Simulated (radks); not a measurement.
Task: C, configuration [He] 2s2 2p2. Calculated with a radial shooting solver on a logarithmic mesh with Libxc functionals: scalar-relativistic Kohn-Sham, LDA (Slater exchange, Perdew-Wang correlation), spin-polarised, spherical densities, finite nucleus; open shells are filled with parallel spins first; Fermi nuclear charge, rms radius 2.4702 fm; hard spherical wall at 4 bohr. Some entries of the table are withheld. Estimate them.

| orbital | occ. | eigenvalue (hartree) | <1/r> (bohr^-1) | <r> (bohr) |
|---|---|---|---|---|
| 1s up | 1 | -9.80961 | 5.599 | 0.2733 |
| 1s down | 1 | -9.77217 | 5.614 | 0.2723 |
| 2s up | 1 | -0.44778 | 0.9432 | 1.508 |
| 2s down | 1 | -0.34445 | 0.9141 | 1.547 |
| 2p up | 2 | -0.12847 | (1) | 1.522 |
| 2p down | 0 | -0.02581 | (2) | 1.580 |
| 3d up | 0 | (3) | 0.4560 | 2.385 |
| 3s up | 0 | 0.69151 | 0.6959 | 2.320 |
| 3d down | 0 | (4) | 0.4491 | 2.414 |
| 3s down | 0 | 0.75366 | 0.7030 | 2.311 |
| 3p up | 0 | 0.80789 | (5) | 2.193 |
| 3p down | 0 | 0.87695 | (6) | 2.167 |

Result: 
(1) 2p up <1/r> (bohr^-1): 0.8454
(2) 2p down <1/r> (bohr^-1): 0.8153
(3) 3d up eigenvalue (hartree): 0.67519
(4) 3d down eigenvalue (hartree): 0.73006
(5) 3p up <1/r> (bohr^-1): 0.6928
(6) 3p down <1/r> (bohr^-1): 0.7080
